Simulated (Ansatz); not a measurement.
One change: `FC[SiH2]BS` becomes `FC[SiH2][AlH][Cl]`.

Ansatz, PBE0-D4/def2-TZVP geometries, multiplicity 1. Each molecule was computed in one conformer, which needn't be the lowest.

```
                                          property  `FC[SiH2]BS`
size of the dipole moment (ωB97M-V/def2-TZVPP) / D          2.96
             HOMO energy (ωB97M-V/def2-TZVPP) / eV        -10.40
             LUMO energy (ωB97M-V/def2-TZVPP) / eV          0.05
                LUMO energy (PBE0/def2-TZVPP) / eV         -1.94
             HOMO–LUMO gap (B3LYP/def2-TZVPP) / eV          5.91
                HOMO energy (PBE0/def2-TZVPP) / eV         -8.20
```

(1) Give the same properties after the change, and the shifts. (An estimate is asked.)

Answers

(1) Computed: 
```
                                          property  `FC[SiH2][AlH][Cl]`  shift
size of the dipole moment (ωB97M-V/def2-TZVPP) / D                 3.45   0.49
             HOMO energy (ωB97M-V/def2-TZVPP) / eV                -9.32   1.08
             LUMO energy (ωB97M-V/def2-TZVPP) / eV                 0.80   0.75
                LUMO energy (PBE0/def2-TZVPP) / eV                -0.91   1.03
             HOMO–LUMO gap (B3LYP/def2-TZVPP) / eV                 6.03   0.12
                HOMO energy (PBE0/def2-TZVPP) / eV                -7.32   0.88
```

With PBE0 the HOMO rises by 0.88 eV and the LUMO rises by 1.03 eV, so the gap widens by about 0.15 eV. PBE moves the HOMO by 0.56 eV and ωB97M-V by 1.08 eV. Dipoles are sizes alone; their direction can turn.

B3LYP here is the variant with VWN-RPA as its local correlation; programs differ in this.
